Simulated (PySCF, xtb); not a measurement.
Al(F)(Me)(OtBu) (C₅H₁₂AlFO), SMILES C(C)(C)(C)[O][Al]([F])[CH3].

GFN2-xTB run with xtb at its own geometry gives an orbital gap of 4.65 eV and a dipole moment of 2.89 D.

Geometry: B3LYP-D3(BJ)/def2-SVP. The values are those of a single conformer.

Task: What does r2SCAN/def2-SVP (PySCF) give? (The exact figures need the calculation; the answer reports its results.)

Result: gap 6.55 eV (levels -6.76 and -0.21 eV), dipole 0.92 D.
